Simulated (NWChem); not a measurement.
# SbCl4 cation; SMILES [Cl][Sb+]([Cl])([Cl])[Cl]

Computed with NWChem. All runs use the structure optimised with PBE0/def2-SVP (def2 core potentials past Kr).

For level Hartree-Fock/3-21G, non-relativistic:

```
Item                          Value
---------------------------  ------
highest occupied level (eV)  -19.25
orbital gap (eV)              12.35
```

What are these values for level Hartree-Fock/STO-3G, non-relativistic?


- highest occupied level (eV) = -17.79
- orbital gap (eV) = 14.35
